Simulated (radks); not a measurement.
The tellurium ion Te32+, 20 electrons, occupied as [Ar] 3d2. Calculated with a radial shooting solver on a logarithmic mesh with Libxc functionals: Dirac Kohn-Sham, BLYP, spin-unpolarised, spherical densities, point nucleus; open shells fill j = l - 1/2 first.

Normalised radial functions P(r) = r R(r) (large component), r in bohr:

```
   r/bohr * 2p1/2, o 3p3/2, + 3d5/2 (the largest magnitude, 3.05, reaches the edge; | marks zero, & curves that meet)
 0.001759                             &
 0.001983                             &
 0.002236                             &
 0.002521                             &
 0.002842                             &*
 0.003205                             &*
 0.003613                             &*
 0.004074                             &*
 0.004593                             &*
 0.005179                             &*
 0.005839                             +&
 0.006531                             +o*
 0.007364                             +o*
 0.008303                             +o *
 0.009362                             +o *
  0.01056                             +o  *
   0.0119                             + o *
  0.01342                             + o  *
  0.01513                             +  o  *
  0.01706                             +  o   *
  0.01923                             +   o    *
  0.02169                             +   o     *
  0.02445                             +    o      *
  0.02757                             |+    o      *
  0.03108                             |+     o       *
  0.03505                             |+      o        *
  0.03951                             |+       o         *
  0.04455                             | +       o          *
  0.05023                             |  +      o            *
  0.05664                             |  +       o             *
  0.06386                             |   +      o              *
    0.072                             |    +    o                *
  0.08118                             |      +  o                *
  0.09153                             |       &                 *
   0.1032                             |     o   +              *
   0.1164                             |  o        +          *
   0.1312                            o|            +      *
   0.1479                         o   |              + *
   0.1668                     o       |             * +
    0.188                 o           |          *     +
    0.212              o              |       *         +
    0.239            o                |    *            +
   0.2695           o                 |  *             +
   0.3015           o                 | *            +
   0.3399             o               |*           +
   0.3832               o             |*         +
   0.4321                  o          *       +
   0.4872                      o      *     +
   0.5493                        o    *   +
   0.6193                          o  * +
   0.6983                            o*+
   0.7873                            o*+
   0.8877                             &
    1.001                             &
    1.128                             &
    1.272                             &
    1.435                             &
    1.617                             &
    1.824                             &
```

2p1/2: eigenvalue -6100.5 eV, 0 radial nodes, <r> = 0.100 bohr, 90 % of the charge inside 0.164 bohr. 3p3/2: eigenvalue -2107.8 eV, 1 radial node at r = 0.129 bohr, <r> = 0.294 bohr, 90 % of the charge inside 0.436 bohr. 3d5/2 (empty): eigenvalue -1918.6 eV, 0 radial nodes, <r> = 0.261 bohr, 90 % of the charge inside 0.400 bohr.
